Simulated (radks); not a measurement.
Task: These are the eigenvalues of the occupied orbitals of an atom or ion with whole-number occupations (eV). Calculated with a radial shooting solver on a logarithmic mesh with Libxc functionals: scalar-relativistic Kohn-Sham, PBE, spin-polarised, spherical densities, finite nucleus; Fermi nuclear charge, rms radius of each element as measured or else 0.836 A^(1/3) + 0.57 fm.

orbital  eigenvalue
1s down   -5886.836
1s up     -5886.807
2s up     -673.4871
2s down   -671.8768
2p up     -566.8819
2p down   -565.6576
3s up      -82.0720
3s down    -77.5778
3p up      -53.5741
3p down    -49.1232
3d up      -10.9261

Which element is it, and in what charge state? The configuration may be excited. Open shells, if any, are filled with parallel spins first.

Result: Z = 24, chromium, charge +1: Cr+ in [Ar] 3d5. The list shows which subshells hold electrons but not how many an open one holds; the 1s level, -216.34 hartree, gives Z - s = 20.8 by -(Z - s)^2/2, which with screening and relativity narrows Z to a few neighbours, and the depths of the outer levels then fix element, charge and occupations together.
